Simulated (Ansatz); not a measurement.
A structure relaxed at PBE0-D4/def2-TZVP, charge 0, multiplicity 1:

Cartesian coordinates in Å:
```
N -0.5379 -1.0336 -1.5721
C -0.1771 0.0382 -0.9948
B 0.1481 0.2056 0.5335
O 0.5197 1.4100 0.9946
Cl 0.0213 -1.1870 1.6201
H -0.5913 -1.7984 -0.8924
H -0.0854 0.9282 -1.6276
H 0.7026 1.4369 1.9388
```

Q: Give its formula and SMILES.

A: CH3BClNO, `N=CB(O)Cl`.

Q: Point group (tolerance 0.08 Å, 0.16 Å for H)?

A: Cs.

Q: Summarise the bond lengths by kind.

A: 1 × C–N 1.270 Å; 1 × H–N 1.025 Å; 1 × B–C 1.571 Å; 1 × C–H 1.096 Å; 1 × B–O 1.342 Å; 1 × B–Cl 1.771 Å; 1 × H–O 0.962 Å.

Computed with Ansatz.
